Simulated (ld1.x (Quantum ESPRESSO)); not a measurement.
## potassium: one change to an RRKJ potential, before and after

- Element: K
- Generator: ld1.x (Quantum ESPRESSO) 7.5
- Type: norm-conserving RRKJ (Kleinman–Bylander form)
- Functional: PBE
- Relativity: scalar-relativistic
- Frozen core: [Ne]
- Valence charge: 9
- Reference configuration: 3s2 3p6 3d0 4s0 4p0 (charge +1)
- Partial waves: 3s (bound): rc 1.65 bohr; 3d (bound, empty): rc 2.40 bohr; 3p (bound): rc 1.90 bohr
- Local potential: the p channel
- Core correction: a·sin(br)/r model core inside 1.15 bohr
- rho0: 0.005

All-electron outer shells of the reference configuration (PBE, scalar-relativistic, ld1.x):

| shell | level (eV) | outermost node (bohr) | outermost maximum (bohr) |
| --- | --- | --- | --- |
| 2p | -286.28 | – | 0.26 |
| 3s | -41.45 | 0.48 | 1.08 |
| 3p | -24.88 | 0.45 | 1.15 |
| 4s | -6.22 | 1.56 | 3.51 |
| 3d | -3.81 | – | 1.76 |
| 4p | -3.75 | 1.81 | 4.34 |

Change: all radii but the core radius scaled by about 1.15 (s 1.90, p 2.20, d 2.76 bohr).

Cutoffs: the cutoffs (Ry, on a coarse ladder) from which the occupation-weighted sum of valence levels, in a spherical-Bessel basis at the reference potential, stays within 10 and 1 mRy of its value at 400 Ry; they do not see the model core or the augmentation charge, which bear on the density cutoff. Errors are all-electron minus pseudo energies relative to the spin-unpolarised reference configuration.

Question: What does the change do?

Answer: The potential gets neither clearly harder nor softer (45 Ry and 50 Ry → 40 Ry and 50 Ry); of the 7 tests that both files solve, the error grows in 0 and shrinks in 6 by more than 15 % and 0.3 meV (median size 8.0 → 2.6 meV); neither file shows a bound ghost. That the errors move this way runs against the usual rule that smaller radii transfer better.

```tsv
quantity	base	changed
cutoff, loose	45 Ry	40 Ry
cutoff, tight	50 Ry	50 Ry
bound ghosts	none	none
error for 3s2 3p6 3d0 4s1 4p0, meV [ΔE -4.31 eV]	+12	-3.8
error for 3s2 3p6 3d0 4s0.5 4p0, meV [ΔE -2.67 eV]	+8.0	-2.6
error for 3s2 3p6 3d0 4s0 4p1, meV [ΔE -2.76 eV]	+3.4	+1.5
error for 3s2 3p6 3d1 4s0 4p0, meV [ΔE -1.86 eV]	-0.2	0.0
error for 3s1 3p6 3d0 4s1 4p0, meV [ΔE 37.68 eV]	+61	+23
error for 3s2 3p5 3d0 4s1 4p0, meV [ΔE 20.62 eV]	+40	-9.9
error for 3s2 3p6 3d0.5 4s0.5 4p0, meV [ΔE -3.10 eV]	+6.7	-2.3
```
